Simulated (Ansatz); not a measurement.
Ansatz (a first-principles code) input (B3LYP-D3(BJ)/def2-TZVP):

Ansatz 0.2 input:
```yaml
crystal:
  periodic: [false, false, false]
  atoms:
    - {symbol: C, position_ang: [-2.34559600, -0.27619437, -0.02285850]}
    - {symbol: C, position_ang: [-0.94999647, 0.32309270, -0.17299508]}
    - {symbol: C, position_ang: [0.12663797, -0.66730131, 0.25805052]}
    - {symbol: C, position_ang: [1.50817520, -0.25697978, 0.17828890]}
    - {symbol: O, position_ang: [1.81810163, 0.89801147, -0.23974472]}
    - {symbol: H, position_ang: [-2.46419187, -1.16917570, -0.63902647]}
    - {symbol: H, position_ang: [-3.09880755, 0.44516298, -0.33513822]}
    - {symbol: H, position_ang: [-2.55356073, -0.54699360, 1.01375235]}
    - {symbol: H, position_ang: [-0.86094784, 1.23081908, 0.42746847]}
    - {symbol: H, position_ang: [-0.77238734, 0.61426477, -1.21036056]}
    - {symbol: H, position_ang: [-0.00277790, -1.02442117, 1.29764418]}
    - {symbol: H, position_ang: [0.08340140, -1.62439770, -0.29614724]}
    - {symbol: H, position_ang: [2.31226200, -0.93333304, 0.47637792]}
    - {symbol: H, position_ang: [2.77687254, 1.08827918, -0.25952771]}
basis:
  gaussian:
    orbitals: def2-TZVP
hamiltonian:
  xc: b3lyp
  dispersion: d3bj
total_charge: 1
phonons: {temperatures: {t_min: 298.15, t_max: 298.15, t_step: 100}}
```

Output:

```
Functional definition: B3LYP
integrals: 0.12 GiB planned
1267 factors; their error is unknown
0.29 GiB of the device are held for the grids
1.01 GiB of device memory are held for the factors and their scratch space
mean field: 0.97 GiB planned
mean field evaluation 1: about -6317.4418 eV, gradient 9.6e1 eV
mean field evaluation 2: about -6295.9266 eV, gradient 1.3e2 eV
mean field evaluation 4: about -6336.4108 eV, gradient 1.3e1 eV
mean field evaluation 8: about -6336.6779 eV, gradient 6.3e-1 eV
mean field evaluation 16: about -6336.6784 eV, gradient 7.9e-5 eV
mean field -6336.67843171 eV, -232.8686372106 hartree, gradient 1.1e-5 eV, S^2 0.000000; 0 other end points of the search recorded, 0 dependent functions left out
the calculation of the forces begins
reference -6336.67869129 eV, -232.8686467498 hartree; 20, 20 occupied and 189, 189 virtual orbitals, 1267 factors
these checks for a lower state are left out or cut short: stability, starts, cluster_reference, orbital_swaps, neighbouring_geometries, increment
integrals: 0.12 GiB planned
1267 factors; their error is unknown
0.29 GiB of the device are held for the grids
1.01 GiB of device memory are held for the factors and their scratch space
mean field: 0.97 GiB planned
mean field -6336.67826493 eV, -232.8686310814 hartree, gradient 2.3e-6 eV, S^2 0.000000; 0 other end points of the search recorded, 0 dependent functions left out
the calculation of the forces begins
reference -6336.67852459 eV, -232.8686406238 hartree; 20, 20 occupied and 189, 189 virtual orbitals, 1267 factors
these checks for a lower state are left out or cut short: stability, starts, cluster_reference, orbital_swaps, neighbouring_geometries, increment
integrals: 0.12 GiB planned
1267 factors; their error is unknown
0.29 GiB of the device are held for the grids
1.01 GiB of device memory are held for the factors and their scratch space
mean field: 0.97 GiB planned
mean field evaluation 32: about -6336.6783 eV, gradient 9.2e-3 eV
mean field -6336.67825801 eV, -232.8686308272 hartree, gradient 2.3e-6 eV, S^2 0.000000; 0 other end points of the search recorded, 0 dependent functions left out
the calculation of the forces begins
reference -6336.67851750 eV, -232.8686403632 hartree; 20, 20 occupied and 189, 189 virtual orbitals, 1267 factors
these checks for a lower state are left out or cut short: stability, starts, cluster_reference, orbital_swaps, neighbouring_geometries, increment
integrals: 0.12 GiB planned
1267 factors; their error is unknown
0.29 GiB of the device are held for the grids
1.01 GiB of device memory are held for the factors and their scratch space
mean field: 0.98 GiB planned
mean field -6336.67823422 eV, -232.8686299528 hartree, gradient 2.3e-6 eV, S^2 0.000000; 0 other end points of the search recorded, 0 dependent functions left out
the calculation of the forces begins
reference -6336.67849378 eV, -232.8686394914 hartree; 20, 20 occupied and 189, 189 virtual orbitals, 1267 factors
these checks for a lower state are left out or cut short: stability, starts, cluster_reference, orbital_swaps, neighbouring_geometries, increment
integrals: 0.12 GiB planned
1267 factors; their error is unknown
0.29 GiB of the device are held for the grids
1.01 GiB of device memory are held for the factors and their scratch space
mean field: 0.97 GiB planned
mean field -6336.67830823 eV, -232.8686326728 hartree, gradient 2.3e-6 eV, S^2 0.000000; 0 other end points of the search recorded, 0 dependent functions left out
[...]
mean field -6336.67843097 eV, -232.8686371831 hartree, gradient 2.3e-6 eV, S^2 0.000000; 0 other end points of the search recorded, 0 dependent functions left out
the calculation of the forces begins
reference -6336.67869053 eV, -232.8686467221 hartree; 20, 20 occupied and 189, 189 virtual orbitals, 1267 factors
these checks for a lower state are left out or cut short: stability, starts, cluster_reference, orbital_swaps, neighbouring_geometries, increment
integrals: 0.12 GiB planned
1267 factors; their error is unknown
0.29 GiB of the device are held for the grids
1.01 GiB of device memory are held for the factors and their scratch space
mean field: 0.97 GiB planned
mean field -6336.67837156 eV, -232.8686350001 hartree, gradient 2.3e-6 eV, S^2 0.000000; 0 other end points of the search recorded, 0 dependent functions left out
the calculation of the forces begins
reference -6336.67863114 eV, -232.8686445393 hartree; 20, 20 occupied and 189, 189 virtual orbitals, 1267 factors
these checks for a lower state are left out or cut short: stability, starts, cluster_reference, orbital_swaps, neighbouring_geometries, increment
integrals: 0.12 GiB planned
1267 factors; their error is unknown
0.29 GiB of the device are held for the grids
1.01 GiB of device memory are held for the factors and their scratch space
mean field: 0.97 GiB planned
mean field evaluation 320: about -6336.7067 eV, gradient 4.5e-4 eV
mean field -6336.67832524 eV, -232.8686332978 hartree, gradient 2.3e-6 eV, S^2 0.000000; 0 other end points of the search recorded, 0 dependent functions left out
the calculation of the forces begins
reference -6336.67858482 eV, -232.8686428371 hartree; 20, 20 occupied and 189, 189 virtual orbitals, 1267 factors
these checks for a lower state are left out or cut short: stability, starts, cluster_reference, orbital_swaps, neighbouring_geometries, increment
integrals: 0.12 GiB planned
1267 factors; their error is unknown
0.29 GiB of the device are held for the grids
1.01 GiB of device memory are held for the factors and their scratch space
mean field: 0.98 GiB planned
mean field -6336.67836441 eV, -232.8686347374 hartree, gradient 2.3e-6 eV, S^2 0.000000; 0 other end points of the search recorded, 0 dependent functions left out
the calculation of the forces begins
reference -6336.67862398 eV, -232.8686442761 hartree; 20, 20 occupied and 189, 189 virtual orbitals, 1267 factors
these checks for a lower state are left out or cut short: stability, starts, cluster_reference, orbital_swaps, neighbouring_geometries, increment
integrals: 0.12 GiB planned
1267 factors; their error is unknown
0.29 GiB of the device are held for the grids
1.01 GiB of device memory are held for the factors and their scratch space
mean field: 0.98 GiB planned
mean field -6336.67838234 eV, -232.8686353961 hartree, gradient 2.3e-6 eV, S^2 0.000000; 0 other end points of the search recorded, 0 dependent functions left out
the calculation of the forces begins
reference -6336.67864193 eV, -232.8686449358 hartree; 20, 20 occupied and 189, 189 virtual orbitals, 1267 factors
these checks for a lower state are left out or cut short: stability, starts, cluster_reference, orbital_swaps, neighbouring_geometries, increment
integrals: 0.12 GiB planned
1267 factors; their error is unknown
0.29 GiB of the device are held for the grids
1.01 GiB of device memory are held for the factors and their scratch space
mean field: 0.97 GiB planned
mean field -6336.67841119 eV, -232.8686364562 hartree, gradient 2.3e-6 eV, S^2 0.000000; 0 other end points of the search recorded, 0 dependent functions left out
the calculation of the forces begins
reference -6336.67867077 eV, -232.8686459956 hartree; 20, 20 occupied and 189, 189 virtual orbitals, 1267 factors
these checks for a lower state are left out or cut short: stability, starts, cluster_reference, orbital_swaps, neighbouring_geometries, increment
integrals: 0.12 GiB planned
1267 factors; their error is unknown
0.29 GiB of the device are held for the grids
1.01 GiB of device memory are held for the factors and their scratch space
mean field: 0.97 GiB planned
mean field evaluation 352: about -6336.6784 eV, gradient 4.3e-4 eV
mean field -6336.67837794 eV, -232.8686352345 hartree, gradient 2.3e-6 eV, S^2 0.000000; 0 other end points of the search recorded, 0 dependent functions left out
the calculation of the forces begins
reference -6336.67863751 eV, -232.8686447735 hartree; 20, 20 occupied and 189, 189 virtual orbitals, 1267 factors
these checks for a lower state are left out or cut short: stability, starts, cluster_reference, orbital_swaps, neighbouring_geometries, increment
integrals: 0.12 GiB planned
1267 factors; their error is unknown
0.29 GiB of the device are held for the grids
1.01 GiB of device memory are held for the factors and their scratch space
mean field: 0.98 GiB planned
mean field -6336.67842324 eV, -232.8686368992 hartree, gradient 2.3e-6 eV, S^2 0.000000; 0 other end points of the search recorded, 0 dependent functions left out
the calculation of the forces begins
reference -6336.67868284 eV, -232.8686464393 hartree; 20, 20 occupied and 189, 189 virtual orbitals, 1267 factors
these checks for a lower state are left out or cut short: stability, starts, cluster_reference, orbital_swaps, neighbouring_geometries, increment
integrals: 0.12 GiB planned
1267 factors; their error is unknown
0.29 GiB of the device are held for the grids
1.01 GiB of device memory are held for the factors and their scratch space
mean field: 0.97 GiB planned
mean field -6336.67839752 eV, -232.8686359541 hartree, gradient 2.3e-6 eV, S^2 0.000000; 0 other end points of the search recorded, 0 dependent functions left out
the calculation of the forces begins
reference -6336.67865708 eV, -232.8686454925 hartree; 20, 20 occupied and 189, 189 virtual orbitals, 1267 factors
these checks for a lower state are left out or cut short: stability, starts, cluster_reference, orbital_swaps, neighbouring_geometries, increment
integrals: 0.12 GiB planned
1267 factors; their error is unknown
0.29 GiB of the device are held for the grids
1.01 GiB of device memory are held for the factors and their scratch space
mean field: 0.97 GiB planned
mean field -6336.67837706 eV, -232.8686352022 hartree, gradient 2.3e-6 eV, S^2 0.000000; 0 other end points of the search recorded, 0 dependent functions left out
the calculation of the forces begins
reference -6336.67863667 eV, -232.8686447427 hartree; 20, 20 occupied and 189, 189 virtual orbitals, 1267 factors
these checks for a lower state are left out or cut short: stability, starts, cluster_reference, orbital_swaps, neighbouring_geometries, increment
integrals: 0.12 GiB planned
1267 factors; their error is unknown
0.29 GiB of the device are held for the grids
1.01 GiB of device memory are held for the factors and their scratch space
mean field: 0.97 GiB planned
mean field evaluation 384: about -6336.6783 eV, gradient 1.3e-6 eV
mean field -6336.67834073 eV, -232.8686338669 hartree, gradient 2.3e-6 eV, S^2 0.000000; 0 other end points of the search recorded, 0 dependent functions left out
the calculation of the forces begins
reference -6336.67860027 eV, -232.8686434048 hartree; 20, 20 occupied and 189, 189 virtual orbitals, 1267 factors
Total energy: -6337.10003388 eV, -232.8841308043 hartree
Atom 0 at    -2.345596    -0.276194    -0.022859 Å, force    -0.000043     0.000065    -0.000027 eV/Å
Atom 1 at    -0.949996     0.323093    -0.172995 Å, force    -0.000277    -0.000250     0.000079 eV/Å
Atom 2 at     0.126638    -0.667301     0.258051 Å, force     0.000056     0.000523    -0.000194 eV/Å
Atom 3 at     1.508175    -0.256980     0.178289 Å, force     0.000342    -0.000407     0.000172 eV/Å
Atom 4 at     1.818102     0.898011    -0.239745 Å, force    -0.000556     0.000352    -0.000163 eV/Å
Atom 5 at    -2.464192    -1.169176    -0.639026 Å, force     0.000061     0.000017     0.000011 eV/Å
Atom 6 at    -3.098808     0.445163    -0.335138 Å, force     0.000131    -0.000088     0.000040 eV/Å
Atom 7 at    -2.553561    -0.546994     1.013752 Å, force     0.000063     0.000008    -0.000014 eV/Å
Atom 8 at    -0.860948     1.230819     0.427468 Å, force    -0.000170     0.000349     0.000185 eV/Å
Atom 9 at    -0.772387     0.614265    -1.210361 Å, force    -0.000139     0.000134    -0.000384 eV/Å
Atom 10 at    -0.002778    -1.024421     1.297644 Å, force    -0.000053    -0.000222     0.000090 eV/Å
Atom 11 at     0.083401    -1.624398    -0.296147 Å, force    -0.000052    -0.000228     0.000074 eV/Å
Atom 12 at     2.312262    -0.933333     0.476378 Å, force     0.000214    -0.000212     0.000091 eV/Å
Atom 13 at     2.776873     1.088279    -0.259528 Å, force     0.000421    -0.000043     0.000039 eV/Å
Dipole moment:     1.272125    -0.170516     0.132976 e Å
Vibrations: 79.52 165.44 189.83 243.27 344.32 549.89 657.17 751.94 855.11 874.14 987.72 1004.61 1039.86 1119.14 1146.02 1237.52 1239.16 1322.82 1323.93 1350.48 1406.14 1430.68 1437.13 1490.05 1502.26 1505.01 1622.59 2938.61 2944.57 3042.92 3052.02 3081.53 3109.41 3117.61 3129.16 3637.44 cm⁻¹, zero-point energy 3.405164 eV
```

It need not be the lowest isomer of its formula.
